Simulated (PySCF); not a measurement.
# How methods differ on the ionisation energy of Xe⁵⁰⁺

Xe⁵⁰⁺ [He] 2s2 → Xe⁵¹⁺ [He] 2s1 [2s1/2^1, M_J = 1/2], as a difference of total energies. All numbers are calculated (PySCF 2.14, the two-component X2C-1e Hamiltonian, in an even-tempered Gaussian basis (17 s from 30 bohr⁻², ratio 2.4; 12 p from 38 bohr⁻², ratio 2.4; 5 d from 120 bohr⁻², ratio 2.6; 4 f from 180 bohr⁻², ratio 2.6)). Correlated levels: nothing frozen; the 32 highest virtual spinors dropped. "Screened" scales the spin-orbit matrix elements by Boettger's factors to mimic the two-electron term; Breit and QED terms are absent.

```json
{"method": "GMP2 (spin-free)", "ionisation energy (eV)": "9595.5"}
{"method": "GHF (screened spin-orbit)", "ionisation energy (eV)": "9589.9"}
{"method": "GMP2 (screened spin-orbit)", "ionisation energy (eV)": "9596.2"}
```

How much does correlation contribute at GMP2 (screened spin-orbit)?

9596.2 − (9589.9) = 6.3 eV, measured against GHF (screened spin-orbit).

For this ion Breit and QED terms and the two-electron picture change, all absent here, outweigh the correlation shift from GHF to GMP2.

For comparison: 9581 ± 4 eV (theoretical estimate listed by NIST; NIST Atomic Spectra Database, ionization energies).
